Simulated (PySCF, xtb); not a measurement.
H2SSn, SMILES [SnH][SH] (connectivity only; charge and spin as stated), neutral, multiplicity 1.

xtb with GFN2-xTB at its own geometry gives an orbital gap of 3.12 eV and a dipole moment of 5.40 D.

Geometry optimised at B3LYP-D3(BJ)/def2-TZVP. The def2 effective core potentials stand for the cores of Sn; spin–orbit coupling is left out.

### Question
What does HF/def2-TZVPD (PySCF) give? (The exact figures need the calculation; the answer reports its results.)

### Answer
gap 8.93 eV (levels -9.00 and -0.07 eV), dipole 2.13 D.
